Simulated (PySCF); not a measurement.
**Electric field gradients and quadrupole coupling constants**

Species: C5H12NOP.
Z-matrix (Å and degrees, GFN2-xTB geometry), rows numbered from 1:
```
C 
O   1  1.4067
C   2  1.3567  1  116.05
P   3  1.6795  2  123.63  1   177.93
C   4  1.8721  3   98.68  2    -1.03
N   5  1.4451  4  109.95  3   176.01
C   6  1.4475  5  111.91  4   163.52
C   6  1.4453  5  111.20  4   -70.72
H   1  1.0949  2  111.27  3    56.14
H   1  1.0952  2  111.06  3   -65.50
H   1  1.0889  2  106.48  3   175.49
H   3  1.0843  2  116.71  1    -2.71
H   5  1.1049  4  109.44  3    51.39
H   5  1.0941  4  107.25  3   -65.40
H   7  1.1019  6  112.80  5    61.57
H   7  1.0893  6  109.28  5   -59.42
H   7  1.0893  6  109.00  5  -177.81
H   8  1.1023  6  112.59  5   -63.29
H   8  1.0912  6  108.64  5    57.07
H   8  1.0890  6  109.31  5   175.63
```

Field gradients from the PBE0/pcSseg-1 density (PySCF, non-relativistic), principal values in atomic units, ordered |Vxx| ≤ |Vyy| ≤ |Vzz|:

```csv
atom,Vxx,Vyy,Vzz
O2,-0.3665,-1.4848,1.8513
N6,0.6326,0.6721,-1.3047
```

Problem. Find the asymmetry η = (Vxx − Vyy)/Vzz and the couplings χ = eQV/h (234.96 MHz × Q in barn × V in au), with Q(17O) = −0.0256 b, Q(14N) = 0.02044 b.

Solution. 
```csv
atom,environment,nucleus,η,χzz (MHz),χxx (MHz),χyy (MHz)
O2,ether oxygen,17O,0.60,-11.14,2.20,8.93
N6,tertiary amine nitrogen,14N,0.03,-6.27,3.04,3.23
```

The gradient is axial or nearly so (η below 0.05) at N6. 

Problem. What is Vzz at O2 in SI units (1 au = 9.71736 × 10²¹ V/m²)?

Solution. 1.8513 au = 17.990 × 10²¹ V/m².

Problem. And the gradient at the other heavy atoms, for which no coupling is worked out here?

Solution. 
| atom | environment | Vzz (au) | η |
| --- | --- | --- | --- |
| C1 | methoxy carbon | 0.430 | 0.06 |
| C3 | carbon bonded to O, P and H | -0.391 | 0.04 |
| P4 | phosphorus bonded to 2 C | -1.011 | 0.15 |
| C5 | sp3 carbon bound to nitrogen | 0.156 | 0.73 |
| C7 | N-methyl carbon | 0.207 | 0.18 |
| C8 | N-methyl carbon | 0.204 | 0.19 |

Problem. What couplings would deuterons (Q(2H) = 0.00286 b) have in place of the hydrogens, at this geometry?

Solution. 
```
atom  bonded to  bond length (Å)  Vzz (au)     η  χzz (kHz)
  H9         C1            1.095    0.2908  0.09        195
 H10         C1            1.095    0.2906  0.08        195
 H11         C1            1.089    0.3033  0.07        204
 H12         C3            1.084    0.3169  0.12        213
 H13         C5            1.105    0.2798  0.05        188
 H14         C5            1.094    0.2996  0.06        201
 H15         C7            1.102    0.2850  0.06        192
 H16         C7            1.089    0.3083  0.06        207
 H17         C7            1.089    0.3084  0.06        207
 H18         C8            1.102    0.2846  0.06        191
 H19         C8            1.091    0.3001  0.07        202
 H20         C8            1.089    0.3093  0.05        208
```

Geometry: GFN2-xTB, one conformer, isolated molecule. GFN2-xTB bond lengths can be off by several hundredths of an ångström, more for odd bonds, and the gradients follow them. These gradients aren't converged with respect to the basis.

The run behind these numbers computed NMR shieldings as well. The run took 34 s on one thread, Arm Neoverse V1 (aarch64), no GPU, on a shared host, and the process peaked at 0.91 GiB of memory.
